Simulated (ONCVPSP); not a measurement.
## Pseudopotential generation for gadolinium: ONCV, PBEsol, scalar-relativistic.

gadolinium, optimised norm-conserving Vanderbilt (ONCV), made with ONCVPSP 4.0.1 (PBEsol, scalar-relativistic). Core [Kr] 4d10, reference 4f7 5s2 5p6 5d1 6s1.5 6p0.5. Waves: 5s+6s: rc 2.15 bohr, ncon 4, nbas 8, qcut 4.7 1/bohr, 2 projectors; 5p+6p: rc 2.15 bohr, ncon 4, nbas 7, qcut 7.4 1/bohr, 2 projectors; 5d: rc 3.15 bohr, ncon 3, nbas 8, qcut 4.4 1/bohr, 2 projectors, debl 0.6 Ha; 4f: rc 1.10 bohr, ncon 5, nbas 10, qcut 18.4 1/bohr, 2 projectors, debl 2.9 Ha. Local part: polynomial inside 0.85 bohr (lpopt 5, dvloc0 1 Ha). Core correction: Teter function, fcfact 5.75, rcfact 1.5.

Question: Estimate the cutoffs (Ha) at which the residual kinetic energy of the hardest occupied pseudo-wave falls to 1 and 0.1 mHa per electron.

Answer: 130 Ha and 144 Ha.

Question: Does the potential have ghost states?

Answer: Ghosts flagged at negative energy: s at -270.2 eV, p at -38.1 eV; GHOST(+) flagged for d at 38.4 eV. A true bound ghost makes a file unfit for plane-wave use.

Question: Which valence shell sets the plane-wave cutoff?

Answer: 4f: 130 Ha for 1 mHa per electron, against 14 Ha for 5p.

Question: Tests: 4f7 5s2 5p6 5d1 6s2 6p0; 4f7 5s2 5p6 5d1 6s1 6p0; 4f7 5s2 5p6 5d1 6s0 6p0; 4f7 5s2 5p6 5d2 6s1 6p0. Which has the largest error in its energy relative to the reference configuration, and how large is it?

Answer: 4f7 5s2 5p6 5d1 6s0 6p0, with -7.3 meV (all-electron minus pseudo) on +17.29 eV.
